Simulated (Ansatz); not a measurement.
The first iterations of a band of C$_{2}$H$_{5}$AlFNTe (11 atoms, charge 0, multiplicity 1).

These are results of RKS B3LYP/def2-SVP in Ansatz, not measurements.

```json
{
  "movable images": "4",
  "climbing image": "no",
  "spring": "5.0 eV/Å²",
  "optimiser": "quadratic models (default)",
  "start path": "through a guess of the saddle point",
  "force threshold": "0.05 eV/Å",
  "iteration limit": "48",
  "end points": "relaxed"
}
```

First end point:

```xyz
11
Properties=species:S:1:pos:R:3
C 0.785 -1.930 0.328
N 0.186 -0.688 0.726
C -0.116 0.270 -0.029
Te 0.231 0.264 -2.269
Al -0.902 1.917 0.708
F -0.898 2.144 2.357
H 0.869 -2.039 -0.774
H 0.194 -2.772 0.726
H 1.793 -2.008 0.771
H -0.554 1.738 -2.337
H -1.524 3.048 -0.188
```

Last end point:

```xyz
11
Properties=species:S:1:pos:R:3
C 1.054 -1.755 0.915
N 0.043 -1.246 0.369
C -0.856 -0.574 -0.178
Te 0.065 1.902 -2.332
Al -0.956 1.504 0.053
F 0.117 1.768 1.331
H -1.518 -1.117 -0.875
H 0.958 -2.272 1.878
H 2.035 -1.686 0.426
H 1.589 1.471 -1.791
H -2.467 1.948 0.224
```

| iteration | highest image above the first end (eV) | largest band force component (eV/Å) |
| --- | --- | --- |
| 1 | 7.334 | 25.962 |
| 2 | 3.993 | 4.452 |
| 3 | 2.824 | 3.114 |
| 4 | 2.125 | 3.146 |
| 5 | 1.518 | 2.997 |
| 6 | 1.038 | 1.372 |
| 7 | 0.756 | 0.875 |
| 8 | 0.666 | 0.565 |
| 9 | 0.877 | 0.671 |
| 10 | 0.697 | 0.423 |
| 11 | 0.634 | 0.362 |
| 12 | 0.610 | 0.348 |

Question: Does the band converge within its limit, and where does its top end?

Answer: The run converged. It ended after 36 iterations with the highest image 0.534 eV above the first end. No image climbed, so the highest image needn't sit at the top of the path. The orbitals stay closed-shell, which can raise the energy where a bond breaks towards radicals; this wasn't checked here.

The run took 7.2 min on 2 threads of Intel(R) Xeon(R) 6975P-C (Granite Rapids) (shared host), peak memory 0.38 GiB.
